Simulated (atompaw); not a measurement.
# What one change does to a pseudopotential (zirconium (Zr), PAW (atompaw))

```json
{"Element": "Zr", "Generator": "atompaw 4.2.0.5", "Type": "PAW", "Functional": "PBEsol", "Relativity": "scalar-relativistic", "Frozen core": "[Kr]", "Valence charge": "4", "Reference configuration": "4d2 5s2 5p0", "Partial waves": "5s (bound): rc 3.00 bohr; 5s channel at 3.8 Ry: rc 3.00 bohr; 5p (bound, empty): rc 3.00 bohr; 5p channel at 0.3 Ry: rc 3.00 bohr; 4d (bound): rc 2.65 bohr; 4d channel at 0.45 Ry: rc 3.00 bohr; 4f channel at -0.1 Ry: rc 3.00 bohr; 4f channel at 0.8 Ry: rc 3.00 bohr", "Local potential": "ultrasoft scheme with l = 4 at 0.5 Ry, radius 2.70 bohr", "Core correction": "smooth core density matched at 1.85 bohr", "Augmentation charge": "gaussian compensation charge, radius 2.20 bohr; PAW radius 3.00 bohr; waves and projectors: custom rrkj vanderbiltortho"}
```

All-electron outer shells of the reference configuration (PBEsol, scalar-relativistic, ld1.x):

```tsv
shell	level (eV)	outermost node (bohr)	outermost maximum (bohr)
4s	-54.46	0.55	1.08
4p	-32.43	0.56	1.17
5s	-4.46	1.47	3.15
4d	-3.61	0.58	1.61
5p	-1.45	1.70	4.10
```

Change: local potential bessel scheme, radius 2.70 bohr.

Cutoffs: the cutoffs (Ry, on a coarse ladder) from which the occupation-weighted sum of valence levels, in a spherical-Bessel basis at the reference potential, stays within 10 and 1 mRy of its value at 400 Ry; they do not see the model core or the augmentation charge, which bear on the density cutoff.

**Question.** What does the change do?

**Answer.** The potential gets neither clearly harder nor softer (12 Ry and 15 Ry → 12 Ry and 15 Ry); both files keep a bound ghost (p); the range in which the s phases agree widens (upper end 0.2 → 4.7); the range in which the d phases agree widens (upper end 1.8 → at the end of the scan).

```csv
quantity,base,changed
"cutoff, loose",12 Ry,12 Ry
"cutoff, tight",15 Ry,15 Ry
bound ghosts,p,p
s: phases at 3.02 bohr within 0.05 rad from the reference energy up to (Ry; the scan ends near 5),0.2,4.7
p: phases at 3.02 bohr within 0.05 rad from the reference energy up to (Ry; the scan ends near 5),4.0,3.4
d: phases at 3.02 bohr within 0.05 rad from the reference energy up to (Ry; the scan ends near 5),1.8,to the end of the scan
f: phases at 3.02 bohr within 0.05 rad from the reference energy up to (Ry; the scan ends near 5),3.2,3.3
lowest overlap eigenvalue by channel,"s 0.74, p 0.69, d 0.44, f 0.95","s 0.69, p 0.69, d 0.41, f 0.97"
```

 A true bound ghost makes a file unfit for plane-wave use even where its test errors are small: the radial tests pick states by their node count and pass the ghost by. The cutoffs see the waves, projectors and local potential, not the compensation charge or the core.
